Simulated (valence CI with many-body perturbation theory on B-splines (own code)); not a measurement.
# E1 line list for Ar2+

Calculated by valence CI with perturbative core correlation (CI+MBPT): six valence electrons over a frozen Dirac-Fock core [Ne], radial functions for each j: 9 s, 9 p, 8 d, 6 f, 3 g, 1 h, with the one-electron correlation potential Σ1 (screened to all orders), the two-electron term Σ2, the three-electron term Σ3, Breit, model QED; selected single and double excitations, second order for the rest, scaled by the run's own slope (own B-spline code, finite nucleus).

Against 28 measured levels this calculation errs by 170 cm⁻¹ on average and by 441 at most. These come from a selection out of Saloman, J. Phys. Chem. Ref. Data 39, 033101 (2010). Levels without a partner in it may be off by more. Among the levels kept, up to 2000 cm⁻¹ of a level comes from second order outside the variational space, and about a tenth of that is noise between levels of different J, which matters for small intervals.

Lines 1 to 50 of 56 in falling wavelength, among levels below 186924 cm⁻¹, chosen from the strongest by gf and those to the six lowest levels. Wavelengths and rates use the calculated energies, so an error of 200 cm⁻¹ moves a line at 123.4 nm by 0.25 % and its rate by three times that or more. Electric multipoles are in the length gauge, E1 and E2 with the static RPA response of the core. Weak lines are less certain than strong ones. Lines between different terms over intervals too small for the method are left out, as are lines whose strength nearly cancels. Where a level lies close to another of its J and parity, the split of strength between their lines is uncertain. The highest levels of a list are the least certain.

Names give the largest LS component (configuration and term), which can be under half, so a name can repeat, a term be missing and a line seem to break the LS rules; names also repeat where a configuration has a term twice. Letters in brackets count levels of one name in rising energy.

| λ vac (nm) | λ from measured levels | Upper | Lower | A (s⁻¹) | log gf | Branch % |
| --- | --- | --- | --- | --- | --- | --- |
| 123.4 | 122.7 | 3s 3p5 3P°_1 | 3s2 3p4 1S_0 | 6.95e+04 | -4.32 | 0.0 |
| 100.5 | 100.2 | 3s 3p5 3P°_2 | 3s2 3p4 1D_2 | 4.88e+05 | -3.43 | 0.2 |
| 99.53 | 99.22 | 3s 3p5 3P°_1 | 3s2 3p4 1D_2 | 8.07e+03 | -5.44 | 0.0 |
| 90.55 | 90.29 | 3s2 3p3 3d 1P°_1 | 3s2 3p4 1S_0 | 4.88e+05 | -3.74 | 0.1 |
| 90.03 | 89.59 | 3s2 3p3 3d 5D°_1 | 3s2 3p4 1S_0 | 2.38e-01 | -10.06 | 0.0 |
| 88.90 | 88.74 | 3s 3p5 3P°_2 | 3s2 3p4 3P_1 | 7.49e+07 | -1.35 | 24.6 |
| 88.48 | 88.32 | 3s 3p5 3P°_1 | 3s2 3p4 3P_0 | 1.01e+08 | -1.45 | 32.8 |
| 88.12 | 87.96 | 3s 3p5 3P°_1 | 3s2 3p4 3P_1 | 7.69e+07 | -1.57 | 24.9 |
| 88.02 | 87.87 | 3s 3p5 3P°_2 | 3s2 3p4 3P_2 | 2.29e+08 | -0.88 | 75.2 |
| 87.72 | 87.55 | 3s 3p5 3P°_0 | 3s2 3p4 3P_1 | 3.11e+08 | -1.45 | 100.0 |
| 87.26 | 87.11 | 3s 3p5 3P°_1 | 3s2 3p4 3P_2 | 1.31e+08 | -1.35 | 42.3 |
| 81.06 | 80.80 | 3s2 3p3 3d 3D°_1 | 3s2 3p4 1S_0 | 3.58e+03 | -5.98 | 0.0 |
| 77.02 | 76.92 | 3s2 3p3 3d 1P°_1 | 3s2 3p4 1D_2 | 6.24e+08 | -0.78 | 99.6 |
| 76.64 | 76.41 | 3s2 3p3 3d 5D°_1 | 3s2 3p4 1D_2 | 4.34e+04 | -4.94 | 3.3 |
| 76.63 | 76.41 | 3s2 3p3 3d 5D°_2 | 3s2 3p4 1D_2 | 4.77e+02 | -6.68 | 0.1 |
| 76.62 | 76.40 | 3s2 3p3 3d 5D°_3 | 3s2 3p4 1D_2 | 1.17e+02 | -7.14 | 0.0 |
| 70.23 | 70.20 | 3s2 3p3 3d 1P°_1 | 3s2 3p4 3P_0 | 2.38e+05 | -4.28 | 0.0 |
| 70.09 | 69.98 | 3s2 3p3 3d 3D°_3 | 3s2 3p4 1D_2 | 3.88e+03 | -5.70 | 0.0 |
| 70.08 | 69.97 | 3s2 3p3 3d 3D°_2 | 3s2 3p4 1D_2 | 4.61e+04 | -4.77 | 0.1 |
| 70.04 | 69.92 | 3s2 3p3 3d 3D°_1 | 3s2 3p4 1D_2 | 1.02e+05 | -4.65 | 0.2 |
| 70.00 | 69.97 | 3s2 3p3 3d 1P°_1 | 3s2 3p4 3P_1 | 1.14e+05 | -4.60 | 0.0 |
| 69.92 | 69.78 | 3s2 3p3 3d 5D°_1 | 3s2 3p4 3P_0 | 9.79e+04 | -4.67 | 7.4 |
| 69.70 |  | 3s2 3p3 3d 5D°_0 | 3s2 3p4 3P_1 | 1.46e+06 | -3.97 | 100.0 |
| 69.69 | 69.55 | 3s2 3p3 3d 5D°_1 | 3s2 3p4 3P_1 | 5.70e+05 | -3.91 | 43.3 |
| 69.68 | 69.55 | 3s2 3p3 3d 5D°_2 | 3s2 3p4 3P_1 | 2.11e+04 | -5.11 | 2.4 |
| 69.46 | 69.43 | 3s2 3p3 3d 1P°_1 | 3s2 3p4 3P_2 | 1.74e+06 | -3.42 | 0.3 |
| 69.15 | 69.02 | 3s2 3p3 3d 5D°_1 | 3s2 3p4 3P_2 | 6.04e+05 | -3.89 | 45.9 |
| 69.14 | 69.02 | 3s2 3p3 3d 5D°_2 | 3s2 3p4 3P_2 | 8.72e+05 | -3.51 | 97.6 |
| 69.14 | 69.01 | 3s2 3p3 3d 5D°_3 | 3s2 3p4 3P_2 | 4.33e+05 | -3.66 | 100.0 |
| 68.16 | 67.84 | 3s2 3p3 4s 3S°_1 | 3s2 3p4 1S_0 | 3.42e+02 | -7.15 | 0.0 |
| 67.31 | 67.23 | 3s2 3p3 3d 3F°_2 | 3s2 3p4 1D_2 | 2.37e+04 | -5.10 | 3.9 |
| 67.16 | 67.08 | 3s2 3p3 3d 3F°_3 [a] | 3s2 3p4 1D_2 | 5.40e+05 | -3.59 | 38.9 |
| 64.38 | 64.33 | 3s2 3p3 3d 3D°_1 | 3s2 3p4 3P_0 | 2.57e+07 | -2.32 | 48.8 |
| 64.23 | 64.18 | 3s2 3p3 3d 3D°_2 | 3s2 3p4 3P_1 | 3.10e+07 | -2.02 | 64.3 |
| 64.19 | 64.14 | 3s2 3p3 3d 3D°_1 | 3s2 3p4 3P_1 | 2.44e+07 | -2.35 | 46.3 |
| 63.78 | 63.73 | 3s2 3p3 3d 3D°_3 | 3s2 3p4 3P_2 | 4.14e+07 | -1.75 | 100.0 |
| 63.77 | 63.73 | 3s2 3p3 3d 3D°_2 | 3s2 3p4 3P_2 | 1.72e+07 | -2.28 | 35.6 |
| 63.73 | 63.68 | 3s2 3p3 3d 3D°_1 | 3s2 3p4 3P_2 | 2.51e+06 | -3.34 | 4.8 |
| 63.25 | 63.26 | 3s2 3p3 3d 3G°_3 | 3s2 3p4 1D_2 | 1.59e+06 | -3.18 | 96.7 |
| 62.58 | 62.36 | 3s2 3p3 4s 5S°_2 | 3s2 3p4 1D_2 | 3.88e+00 | -8.94 | 0.0 |
| 62.28 | 62.21 | 3s2 3p3 3d 1S°_0 | 3s2 3p4 3P_1 | 1.18e+06 | -4.16 | 100.0 |
| 61.89 | 61.86 | 3s2 3p3 3d 3F°_2 | 3s2 3p4 3P_1 | 3.96e+05 | -3.94 | 64.8 |
| 61.46 | 61.44 | 3s2 3p3 3d 3F°_2 | 3s2 3p4 3P_2 | 1.92e+05 | -4.26 | 31.4 |
| 61.34 | 61.32 | 3s2 3p3 3d 3F°_3 [a] | 3s2 3p4 3P_2 | 8.50e+05 | -3.47 | 61.1 |
| 60.40 | 60.42 | 3s2 3p3 3d 1D°_2 | 3s2 3p4 1D_2 | 3.26e+08 | -1.05 | 99.8 |
| 60.20 | 60.00 | 3s2 3p3 4s 3S°_1 | 3s2 3p4 1D_2 | 2.63e+06 | -3.37 | 0.0 |
| 58.06 | 58.11 | 3s2 3p3 3d 3G°_3 | 3s2 3p4 3P_2 | 5.37e+04 | -4.72 | 3.3 |
| 57.90 | 57.92 | 3s2 3p3 3d 3F°_3 [b] | 3s2 3p4 1D_2 | 1.29e+06 | -3.34 | 57.5 |
| 57.86 | 57.71 | 3s2 3p3 4s 5S°_2 | 3s2 3p4 3P_1 | 6.17e+05 | -3.81 | 21.4 |
| 57.49 | 57.35 | 3s2 3p3 4s 5S°_2 | 3s2 3p4 3P_2 | 2.26e+06 | -3.25 | 78.5 |

**Question.** How does gf follow from A for the line at 70.00 nm?

**Answer.** gf = 1.4992 × (2J+1)_upper × A / σ², with σ = 142855 cm⁻¹ and 2J+1 = 3: gf = 2.52e-05.
